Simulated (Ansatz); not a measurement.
Molecular dynamics of BClF3H

The input (input.yaml):

```yaml
crystal:
  periodic: [false, false, false]
  atoms:
    - { symbol: B, position_ang: [0.012603, -0.228569, 0.016119] }
    - { symbol: F, position_ang: [0.009534, 0.102887, 1.533538] }
    - { symbol: F, position_ang: [1.149486, 0.15607, -0.534385] }
    - { symbol: F, position_ang: [-1.149402, 0.089315, -0.524454] }
    - { symbol: Cl, position_ang: [0.07182, -2.193205, 0.545951] }
    - { symbol: H, position_ang: [0.043259, -1.041197, 1.64483] }
basis:
  gaussian: { orbitals: def2-SVP }
hamiltonian:
  xc: b3lyp
  dispersion: d4
md:
  timestep: 0.5
  n_steps: 200
  ensemble: nve
  temperature: 100.0
  initial_velocities: maxwell_boltzmann
  seed: 5911
```

Command:

```bash
$ ansatz run input.yaml --threads 1 --pin off --max-ram 2048MiB --backend cpu --events-out ev --progress --plain --runs-dir out
```

It starts at the highest image of a converged band, a first-order saddle point between two minima.

Output, in part (step lines, the closing report, with atoms numbered from 0):

```
md step     0: t =     0.00 fs  T =   100.0 K  F+E_penalty+E_count = -21359.59392590 eV  E_kin = 0.051704 eV  conserved = -21359.54222191 eV  (24 SCF iters)
md step     1: t =     0.50 fs  T =    99.5 K  F+E_penalty+E_count = -21359.59364959 eV  E_kin = 0.051429 eV  conserved = -21359.54222099 eV  (24 SCF iters)
md step     2: t =     1.00 fs  T =    97.9 K  F+E_penalty+E_count = -21359.59285569 eV  E_kin = 0.050638 eV  conserved = -21359.54221819 eV  (24 SCF iters)
md step     3: t =     1.50 fs  T =    95.5 K  F+E_penalty+E_count = -21359.59158911 eV  E_kin = 0.049375 eV  conserved = -21359.54221370 eV  (24 SCF iters)
md step     4: t =     2.00 fs  T =    92.3 K  F+E_penalty+E_count = -21359.58992162 eV  E_kin = 0.047714 eV  conserved = -21359.54220784 eV  (24 SCF iters)
md step     5: t =     2.50 fs  T =    88.5 K  F+E_penalty+E_count = -21359.58794687 eV  E_kin = 0.045746 eV  conserved = -21359.54220103 eV  (24 SCF iters)
md step     6: t =     3.00 fs  T =    84.3 K  F+E_penalty+E_count = -21359.58577354 eV  E_kin = 0.043580 eV  conserved = -21359.54219376 eV  (24 SCF iters)
md step     7: t =     3.50 fs  T =    79.9 K  F+E_penalty+E_count = -21359.58351738 eV  E_kin = 0.041331 eV  conserved = -21359.54218658 eV  (23 SCF iters)
[... lines left out ...]
Total energy: -21359.89259939 eV, -784.9615747724 hartree
Atom 0 at     0.026948    -0.687149    -0.361665 Å, force    -0.696112     1.154276    -0.003218 eV/Å
Atom 1 at     0.040200     0.826962     2.379972 Å, force     0.098170    -0.574294     0.122914 eV/Å
Atom 2 at     1.097686     0.038117    -0.542005 Å, force     0.619851    -0.208394    -0.016304 eV/Å
Atom 3 at    -1.119523    -0.093253    -0.638515 Å, force    -0.058105    -0.373263     0.002692 eV/Å
Atom 4 at     0.057626    -2.311375     0.237976 Å, force     0.135644    -0.436848     0.159771 eV/Å
Atom 5 at     0.223781     0.049606     2.867457 Å, force    -0.099448     0.438523    -0.265856 eV/Å
Dipole moment:     0.097246    -0.366383     0.259677 e Å
```

The steps, from the saved trajectory:

```tsv
time (fs)	T (K)	potential energy less start (eV)	conserved less start (meV/atom)
0	100	0.000	0.00
3	84	0.008	0.00
6	63	0.019	0.01
9	59	0.021	0.01
12	55	0.023	0.00
15	49	0.027	0.01
18	65	0.018	0.01
21	120	-0.010	0.01
24	197	-0.050	0.00
27	270	-0.088	0.01
30	370	-0.140	0.00
33	468	-0.190	0.00
36	552	-0.234	0.00
39	630	-0.274	-0.01
42	698	-0.309	0.00
45	772	-0.347	0.01
48	835	-0.380	-0.01
51	859	-0.393	-0.01
54	865	-0.396	0.01
57	885	-0.406	0.00
60	901	-0.414	-0.02
63	910	-0.419	0.00
66	917	-0.422	0.01
69	906	-0.417	-0.01
72	864	-0.395	-0.02
75	810	-0.367	0.01
78	776	-0.350	0.01
81	757	-0.340	-0.01
84	743	-0.332	0.00
87	760	-0.341	0.02
90	800	-0.362	0.00
93	806	-0.365	-0.02
96	755	-0.339	-0.01
99	691	-0.305	0.02
```

All steps were run. The conserved energy stayed within 0.024 meV per atom of its start (net change -0.0005 meV per atom), so the integration is sound. The kinetic energy rose, since the run started high on the potential surface and went downhill. It ends in pieces (BClF2 + FH), so much of that is their flight and rotation, not heat. A run of 0.1 ps of so small a system gives no equilibrium averages. The orbitals stay closed-shell, which can raise the energy where a bond breaks towards radicals; this wasn't checked here.

Between its relaxed ends the band would form B1–Cl5, F2–H6 and break B1–F2, Cl5–H6. These pairs go: B1–Cl5 2.04 → 1.73 Å, F2–H6 1.15 → 0.94 Å, B1–F2 1.55 → 3.13 Å, Cl5–H6 1.59 → 3.54 Å. In the last frame they stand as after the step (other bonds may differ from the relaxed reactants and products). It ends as BClF2 + FH. Pairs count as bonded within 1.25 times the sum of covalent radii (0.12 Å more for H–H).

Last frame:

```xyz
6
Properties=species:S:1:pos:R:3
B 0.027 -0.687 -0.362
F 0.040 0.827 2.380
F 1.098 0.038 -0.542
F -1.119 -0.093 -0.638
Cl 0.058 -2.311 0.238
H 0.224 0.050 2.868
```

Run time: 8.9 min on 1 thread of Arm Neoverse V1 (shared host), peak memory 0.15 GiB.
